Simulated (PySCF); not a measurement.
# Radial density of In³⁵⁺ (indium, charge +35)

B3LYP, [Ne] 3s2 3p2, high-spin 3P determinant. All numbers are calculated (PySCF 2.14, the spin-free X2C one-electron Hamiltonian (Gaussian nucleus), in an uncontracted even-tempered set (18 s from 5.6 bohr⁻², ratio 2.5; 12 p from 7.3 bohr⁻², ratio 2.5; 5 d from 30 bohr⁻², ratio 2.7; 4 f from 45 bohr⁻², ratio 2.7)).

```csv
r (bohr),4πr²ρ (e/bohr),4πr²(ρα − ρβ)
0.0242,61.57,0.6361
0.0407,51.53,1.9862
0.0684,66.38,3.0739
0.115,63.32,0.4556
0.194,21.75,3.6413
0.326,15.93,7.4622
0.548,1.425,0.6954
0.921,0.003553,0.0012
```

Densities and radii are taken from the X2C orbitals without a picture-change correction, which distorts them close to the nucleus.

Spin-orbit coupling is strong in this species (close to jj coupling), so the high-spin LS determinant is a model state, not a physical level.
